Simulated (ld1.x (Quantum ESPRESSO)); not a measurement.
europium (Eu): RRKJ pseudisation with PBE, fully relativistic reference atom.

```json
{"Element": "europium (Eu)", "Generator": "ld1.x (Quantum ESPRESSO) 7.5", "Type": "norm-conserving RRKJ (Kleinman–Bylander form)", "Functional": "PBE", "Relativity": "fully relativistic", "Frozen core": "[Xe]", "Valence charge": "9", "Reference configuration": "4f7 5d0 6s2 6p0", "Partial waves": "6p (bound, empty): rc 3.10 bohr; 5d (bound, empty): rc 3.15 bohr; 4f (bound): rc 1.25 bohr; 6s (bound): rc 3.20 bohr", "Local potential": "the s channel", "Core correction": "Bessel-smoothed model core, default radius (core density twice the valence density)"}
```

Open shells are filled in proportion to 2j + 1 (rel_dist='average').

All-electron outer shells of the reference configuration (PBE, scalar-relativistic, ld1.x):

```
shell  level (eV)  outermost node (bohr)  outermost maximum (bohr)
   5s      -44.66                   0.67                      1.23
   5p      -23.77                   0.72                      1.41
   6s       -3.62                   1.67                      3.60
   4f       -2.72                      –                      0.60
   5d       -1.56                   0.82                      2.16
   6p       -1.20                   2.02                      4.93
```

(1) Is a potential produced?

Answers

(1) No. ld1.x (Quantum ESPRESSO) 7.5 stopped with "compute_chi: n is too large": the Bessel-function wave could not be built (negative determinant in compute_phi), and the routine for χ then failed on it.
